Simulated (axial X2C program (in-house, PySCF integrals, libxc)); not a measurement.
# OCSe⁺: properties at the nuclei

Calculated with an axial X2C code built on PySCF integrals: two-component X2C with atomic mean-field Coulomb and Gaunt terms, Gaussian nuclei, basis O dyall-av3z, C dyall-v3z, Se dyall-v3z with contracted cores.

O–C–Se held linear, with bonds 1.124 and 1.793 Å (near the PBE0 minimum at charge 1 of the determinant lowest at the starting distance; the state shown can have its own minimum elsewhere, held linear; other orders of the atoms were not compared).

Input and command:
```json
{"zs": [8, 6, 34], "q": 1, "bas": ["dyall-av3z", "dyall-v3z", "dyall-v3z"], "r0": [1.16, 1.71], "symm": 0, "scan": ["PBE0", "HF", "B3LYP"], "levels": ["PBE0", "HF", "BHandHLYP"], "nst": 2}
```
```bash
python solin.py task.json out
```

Keys: zs atomic numbers; q charge; bas basis sets; r0 starting distance in Å; symm equal bonds; scan levels of the two-bond scan; levels methods; nst determinants followed.

Determinant lowest in the PBE0 search, Ω = 3/2 (⟨Sz⟩ = 0.50, ⟨Lz⟩ = 1.00 at PBE0), spin on the atoms O 0.06, C -0.02, Se 0.46:

```json
{"level": "PBE0", "Eeff magnitude (GV/cm)": "0.391", "Ws magnitude Se (kHz)": "0.1", "A∥/gI O (MHz)": "37.6", "qzz O (a.u.)": "-0.44", "A∥/gI C (MHz)": "-3.46", "qzz C (a.u.)": "-0.54", "A∥/gI Se (MHz)": "438", "qzz Se (a.u.)": "4.67"}
{"level": "HF", "Eeff magnitude (GV/cm)": "0.86", "Ws magnitude Se (kHz)": "0.233", "A∥/gI O (MHz)": "49.4", "qzz O (a.u.)": "-0.52", "A∥/gI C (MHz)": "-17.6", "qzz C (a.u.)": "-0.76", "A∥/gI Se (MHz)": "482", "qzz Se (a.u.)": "5.62"}
{"level": "BHandHLYP", "Eeff magnitude (GV/cm)": "0.465", "Ws magnitude Se (kHz)": "0.121", "A∥/gI O (MHz)": "39.2", "qzz O (a.u.)": "-0.49", "A∥/gI C (MHz)": "-5.58", "qzz C (a.u.)": "-0.65", "A∥/gI Se (MHz)": "471", "qzz Se (a.u.)": "5.22"}
```

Determinant 0.22 eV from it at PBE0 and this distance, Ω = 1/2 (⟨Sz⟩ = -0.50, ⟨Lz⟩ = 1.00 at PBE0), spin on the atoms O -0.06, C 0.03, Se -0.47:

```
    level  Eeff magnitude (GV/cm)  Ws magnitude Se (kHz)  A∥/gI O (MHz)  qzz O (a.u.)  A∥/gI C (MHz)  qzz C (a.u.)  A∥/gI Se (MHz)  qzz Se (a.u.)
     PBE0                0.000772                 0.0316            154         -0.43           38.3         -0.53            2530           4.39
       HF                   0.353                  0.267            152         -0.52           40.4         -0.76            2340           5.33
BHandHLYP                  0.0271                 0.0101            146         -0.48           31.4         -0.64            2490           4.93
```

Eeff is the effective electric field on the electron electric dipole moment in this Ω state and Ws the scalar–pseudoscalar constant of the nucleus named (defined with the proton number Z and per Ω); A∥ (defined per Ω) follows by multiplying with gI = μI/(I μN); qzz is the electric field gradient, eQq0 = 234.96 MHz × Q/barn × qzz. The operators were transformed with the bare-nucleus X2C matrices; with these basis sets, hyperfine constants and field gradients can be off by tens of per cent, and where levels differ in sign neither size nor sign is settled.

(1) With gI(17O) = -0.7575, Q(17O) = -0.02558 barn, gI(77Se) = 1.0701 (g factors from the IAEA table of nuclear moments by Stone; Q from Pyykkö, Mol. Phys. 2018), turn the PBE0 values of the first state into constants in MHz.

The molecule was held linear; bending was not examined, so a bent shape may lie lower.

Each state is one determinant with collinear spin. Unrestricted Hartree–Fock can overshoot spin polarisation at the nuclei. In the state Ω = 1/2 the sign of Eeff differs between levels (HF, BHandHLYP against PBE0). Where Eeff spreads by more than a factor of two the levels disagree and none is to be relied on. The search compared states at one distance, so a state with another bond length can lie lower. The sign of Ws at Se differs between levels in the second state. Where a field gradient or hyperfine factor spreads by more than a factor of two over the levels, a constant derived from it is not to be relied on. PBE0 term energies can be off by some tenths of an eV.

Results:

(1) A∥(17O) = 37.6 × -0.7575 = -28.5 MHz; eQq0(17O) = 234.96 × (-0.02558) × (-0.44) = 2.64 MHz; A∥(77Se) = 438 × 1.0701 = 469 MHz.
